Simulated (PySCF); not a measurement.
Two species compared at the same levels of theory.

First species: C₄H₁₂N₂Si₃.
SMILES: `C[Si@@H]1[C@H](CC#N)[SiH2]N1[SiH3]`

Second species: C8H8N2.
Geometry (GFN2-xTB, Å), atoms numbered from 1 in this order:
```xyz
18
C8H8N2 angstrom
C      2.7434    0.3290    0.5544
C      1.3256   -0.0307    0.2347
C      0.9915   -1.3782   -0.0540
C     -0.2907   -1.7395   -0.3482
C     -1.2912   -0.7573   -0.3636
N     -2.5857   -0.8492   -0.6135
C     -3.0701    0.3991   -0.4902
C     -2.0771    1.2915   -0.1597
N     -0.9343    0.5615   -0.0763
C      0.3420    0.9131    0.2148
H      2.8420    1.3933    0.7507
H      3.0828   -0.2209    1.4310
H      3.3961    0.0647   -0.2764
H      1.7761   -2.1189   -0.0372
H     -0.5684   -2.7561   -0.5708
H     -4.1123    0.5997   -0.6451
H     -2.1035    2.3479    0.0133
H      0.5251    1.9574    0.4245
```

Levels: PBE0/pcSseg-1 for dipole moment, HOMO energy, LUMO energy and HOMO–LUMO gap; GFN2-xTB for rotational constant A and rotational constant C. Geometries: GFN2-xTB. Each species is one conformer at its optimised geometry, gas phase, non-relativistic unless stated. Electronic properties by PySCF.

Dipoles, sizes and rotational constants follow the conformer. The torsions of the flexible species, by atom-mapped SMILES:
- `[CH3:1][Si@@H:2]1[C@H:3]([CH2:4][C:5]#[N:6])[SiH2:7][N:8]1[SiH3:9]`: Si2–C3–C4–C5 66°

Values for the first species:

| Quantity | Value |
| --- | --- |
| Dipole moment | 3.20 D |
| HOMO energy | -7.50 eV |
| LUMO energy | -0.66 eV |
| HOMO–LUMO gap | 6.84 eV |
| Rotational constant A | 1.892 GHz |
| Rotational constant C | 0.509 GHz |

(1) Estimate the same properties for the second species, and the change in each.

Results:

(1) 
| property | first | second | second less first |
| --- | --- | --- | --- |
| dipole moment | 3.20 D | 3.76 D | +0.56 D |
| HOMO energy | -7.50 eV | -6.12 eV | +1.38 eV |
| LUMO energy | -0.66 eV | -0.94 eV | -0.28 eV |
| HOMO–LUMO gap | 6.84 eV | 5.18 eV | -1.66 eV |
| rotational constant A | 1.892 GHz | 3.595 GHz | +1.703 GHz |
| rotational constant C | 0.509 GHz | 0.847 GHz | +0.338 GHz |

On the first: The dipole matches unit charges of opposite sign 0.67 Å apart (1 e·Å = 4.8032 D).

On the second: The dipole equals about 12.5 × 10⁻³⁰ C·m (1 D = 3.33564 × 10⁻³⁰ C·m). A dipole of 3.76 D is allowed in Cs, and pure rotational transitions are dipole-allowed.
